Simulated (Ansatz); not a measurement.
One change: `O[AsH][GeH3]` becomes `O[AsH]O`.

Ansatz, PBE0-D4/def2-TZVP geometries, multiplicity 1. Each molecule was computed in one conformer, which needn't be the lowest.

Scalar relativity is left out up to krypton.

```
                                                                                  property  `O[AsH][GeH3]`
                                                       LUMO energy (B3LYP/def2-TZVPP) / eV           -0.99
                                                         HOMO energy (PBE/def2-TZVPP) / eV           -6.05
                                                         LUMO energy (PBE/def2-TZVPP) / eV           -1.62
ideal-gas entropy at 298 K and 1 bar (rigid rotor, harmonic PBE0-D4/def2-TZVP) / J/(mol·K)             341
                                          size of the dipole moment (B3LYP/def2-TZVPP) / D            1.09
                                                       HOMO energy (B3LYP/def2-TZVPP) / eV           -6.95
```

Question: Give the same properties after the change, and the shifts. (Estimate.)

Answer: Ansatz gave: 
| property | `O[AsH]O` | shift |
| --- | --- | --- |
| LUMO energy (B3LYP/def2-TZVPP) / eV | -0.56 | 0.43 |
| HOMO energy (PBE/def2-TZVPP) / eV | -6.12 | -0.07 |
| LUMO energy (PBE/def2-TZVPP) / eV | -1.10 | 0.52 |
| ideal-gas entropy at 298 K and 1 bar (rigid rotor, harmonic PBE0-D4/def2-TZVP) / J/(mol·K) | 291 | -50 |
| size of the dipole moment (B3LYP/def2-TZVPP) / D | 2.59 | 1.50 |
| HOMO energy (B3LYP/def2-TZVPP) / eV | -7.20 | -0.25 |

With PBE0 the HOMO falls by 0.24 eV and the LUMO rises by 0.49 eV, so the gap widens by about 0.73 eV. PBE moves the HOMO by -0.07 eV and ωB97M-V by -0.41 eV. The zero-point energy changes by -23.2 kJ/mol with -6 modes. Dipoles are sizes alone; their direction can turn.

B3LYP here is the variant with VWN-RPA as its local correlation; programs differ in this.
